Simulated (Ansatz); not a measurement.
Geometry optimisation, RKS PBE/def2-SVP in Ansatz.

Input file:

```yaml
crystal:
  periodic: [false, false, false]
  atoms:
    - { symbol: B, position_ang: [0.156576, 0.400543, -0.05281] }
    - { symbol: F, position_ang: [-0.264907, 0.568992, 1.202659] }
    - { symbol: H, position_ang: [1.331174, 0.625613, -0.288182] }
    - { symbol: H, position_ang: [-0.692635, 0.156656, -0.895002] }
    - { symbol: O, position_ang: [0.277633, -2.081293, 0.709747] }
    - { symbol: C, position_ang: [-0.649777, -2.933398, 0.051915] }
    - { symbol: H, position_ang: [-0.052293, -3.620914, -0.583041] }
    - { symbol: H, position_ang: [-1.236557, -3.553167, 0.769499] }
    - { symbol: H, position_ang: [-1.364543, -2.389675, -0.612139] }
    - { symbol: H, position_ang: [-0.214872, -1.547556, 1.382353] }
basis:
  gaussian: { orbitals: def2-SVP }
hamiltonian:
  xc: pbe
relax:
  f_tol: 0.03
  max_steps: 50
output:
  orbitals: {}
```

Launched with:

```bash
$ ansatz run input.yaml --threads 2 --pin off --max-ram 3072MiB --backend cpu --events-out ev --progress --plain --runs-dir out
```

Where does it end, and by what steps?

The run converged. After 8 steps the energy has fallen by 0.396 eV; H7 moved furthest, 0.77 Å. Joined: B1–O5 (2.60 → 1.73 Å).

| step | energy less start (eV) | largest force component (eV/Å) | accepted |
| --- | --- | --- | --- |
| 0 | 0.0000 | 0.669 | yes |
| 1 | -0.0613 | 0.883 | yes |
| 2 | -0.2445 | 0.814 | yes |
| 3 | -0.3168 | 0.863 | yes |
| 4 | -0.3701 | 0.271 | yes |
| 5 | -0.3796 | 0.461 | yes |
| 6 | -0.3894 | 0.277 | yes |
| 7 | -0.3932 | 0.166 | yes |
| 8 | -0.3960 | 0.029 | yes |

```xyz
10
Properties=species:S:1:pos:R:3
B 0.185 -0.110 -0.002
F -0.394 0.624 1.030
H 1.392 0.048 -0.144
H -0.519 -0.244 -1.004
O 0.084 -1.677 0.726
C -0.645 -2.700 0.024
H -0.072 -2.922 -0.894
H -0.695 -3.610 0.654
H -1.661 -2.356 -0.258
H -0.385 -1.428 1.552
```

Whether the end is a true minimum wasn't checked by a vibrational analysis.

The run took 13 s on 2 threads of Arm Neoverse V2 (shared host), peak memory 0.14 GiB.
